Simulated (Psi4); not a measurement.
A dimer, Br2 ··· Na+ (SMILES BrBr and [Na+]) (charge +1); the first 2 atoms form monomer A.

```
3

Br     1.1579     0.0000     0.0000
Br    -1.1579     0.0000     0.0000
Na    -3.0246    -2.2289    -0.7795
```

Problem. What interaction energy does SAPT0/jun-cc-pVDZ, all electrons correlated run with Psi4 1.11 give, and which attractive term is the largest?

Solution. Total -4.62 kcal/mol: electrostatics 1.09, exchange 2.26, induction -7.92, dispersion -0.05. The most attractive term is induction.
